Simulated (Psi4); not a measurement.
A dimer, H2 ··· HCl (SMILES [H][H] and Cl); the first 2 atoms form monomer A.

```
4

H      0.3719     0.0000     0.0000
H     -0.3719     0.0000     0.0000
Cl     3.5169    -0.0214     0.0227
H      2.2349    -0.0113     0.0133
```

Question: What interaction energy does SAPT0/jun-cc-pVDZ, frozen core (Psi4) give, and which attractive term is the largest?

Answer: Total 1.24 kcal/mol: electrostatics 0.72, exchange 2.04, induction -0.81, dispersion -0.71. The most attractive term is induction.
